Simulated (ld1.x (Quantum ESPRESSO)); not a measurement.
Plane-wave convergence, TM semilocal potential for silver (Ag)

```
Element                 : silver
Generator               : ld1.x (Quantum ESPRESSO) 7.5
Type                    : norm-conserving Troullier–Martins (semilocal form)
Functional              : PBE
Relativity              : scalar-relativistic
Frozen core             : [Kr]
Valence charge          : 11
Reference configuration : 4d10 5s0 5p0 (charge +1)
Partial waves           : 5s (bound, empty): rc 2.60 bohr; 5p (bound, empty): rc 2.85 bohr; 4d (bound): rc 1.60 bohr
Local potential         : the d channel
Core correction         : Bessel-smoothed model core inside 1.00 bohr
```

The pseudo-atom Hamiltonian at the reference potential is diagonalised in spherical Bessel functions j_l(qr) that vanish at 20 bohr, with q² up to the cutoff. All-electron valence levels (Ry): 5s -0.8295, 5p -0.4627, 4d -1.1494.

Q: How do the lowest levels (Ry) of each channel move with the cutoff, and are there ghosts?

A:

| cutoff (Ry) | s #1 | p #1 | d #1 | Σ f·Δε (mRy) |
| --- | --- | --- | --- | --- |
| 8 | -0.8252 | -0.4619 | -0.2768 | 8726.4 |
| 18 | -0.8290 | -0.4627 | -0.6110 | 5384.0 |
| 35 | -0.8295 | -0.4627 | -1.0359 | 1135.2 |
| 50 | -0.8295 | -0.4627 | -1.1381 | 113.3 |
| 80 | -0.8295 | -0.4627 | -1.1493 | 1.3 |
| 120 | -0.8295 | -0.4627 | -1.1494 | 0.2 |
| 400 | -0.8295 | -0.4627 | -1.1494 | 0.0 |

Result: no extra level below or beside the all-electron valence levels (s, p, d tested); the semilocal form is local in each channel, so this says nothing of the separable form that plane-wave codes build from it; 10 mRy is reached at 70 Ry and 1 mRy at 100 Ry.

Its largest configuration-test error is -352 meV.
